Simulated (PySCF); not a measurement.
# Cu²⁺: ionisation energy

Cu²⁺ [Ar] 3d9 (2D) → Cu³⁺ [Ar] 3d8 (3F), as a difference of total energies. All numbers are calculated (PySCF 2.14, no relativity, point nucleus, in def2-TZVP (6s4p4d1f, 45 functions)). Correlated levels: valence: [Ar] frozen. The calculations carry no spin-orbit coupling.

```tsv
method	ionisation energy (eV)	difference from reference (eV)
UHF	34.323	-2.518
MN15	38.243	+1.402
B3LYP	37.380	+0.539
MP2 (valence)	36.621	-0.220
SCS-MP2 (valence)	36.398	-0.443
```

Reference: 36.841 ± 0.012 eV (measured; NIST Atomic Spectra Database, ionization energies).

These non-relativistic numbers lack the scalar-relativistic shift.

The reference lies between the lowest fine-structure levels, while these numbers refer to the centres of the terms.

Errors of the correlated levels include the incompleteness of this basis and the frozen core.
